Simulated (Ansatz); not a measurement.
`N#C[SiH2]P`, 8 atoms. Total charge 0; spin multiplicity 1. All runs use 2 threads of an Arm Neoverse V1 on a shared host. Correlated methods freeze the cores.

Task: How many basis functions does each run have, and how long does it take in Ansatz? RKS PBE0-D4/def2-TZVP frequencies; RKS PBE0-D4/def2-SVP energy; RKS ωB97X-V/def2-TZVPP energy; RKS PBE0-D4/def2-TZVP relaxation (10 steps); RHF-CCSD(T)/def2-TZVPP energy; RKS PBE-D4/def2-TZVPP energy and forces; RKS ωB97M-V/def2-QZVPP energy; RKS ωB97M-V/def2-SVP energy; RKS r2SCAN0-D4/def2-TZVPP energy; RHF-MP2/def2-QZVPP energy; direct RPA on PBE orbitals/def2-TZVPP energy; RKS PBE0-D4/def2-QZVPP energy. (An estimate is asked.)

Result: Ansatz gave: Other jobs shared the machine, so times are rough.

| level | job | functions | wall time | peak host memory (GiB) |
| --- | --- | --- | --- | --- |
| RKS PBE0-D4/def2-SVP | energy | 84 | 1.2 s | 0.38 |
| RKS PBE-D4/def2-TZVPP | energy and forces | 202 | 2.9 s | 0.22 |
| direct RPA on PBE orbitals/def2-TZVPP | energy | 202 | 4.8 s | 0.38 |
| RKS ωB97M-V/def2-SVP | energy | 84 | 5.5 s | 0.38 |
| RKS r2SCAN0-D4/def2-TZVPP | energy | 202 | 5.5 s | 0.42 |
| RKS PBE0-D4/def2-QZVPP | energy | 374 | 8.5 s | 1 |
| RKS ωB97X-V/def2-TZVPP | energy | 202 | 9 s | 0.49 |
| RHF-MP2/def2-QZVPP | energy | 374 | 19 s | 1.5 |
| RKS ωB97M-V/def2-QZVPP | energy | 374 | 21 s | 1.2 |
| RKS PBE0-D4/def2-TZVP | relaxation (10 steps) | 160 | 36 s | 0.33 |
| RHF-CCSD(T)/def2-TZVPP | energy | 202 | 66 s | 2.4 |
| RKS PBE0-D4/def2-TZVP | frequencies | 160 | 110 s | 0.38 |
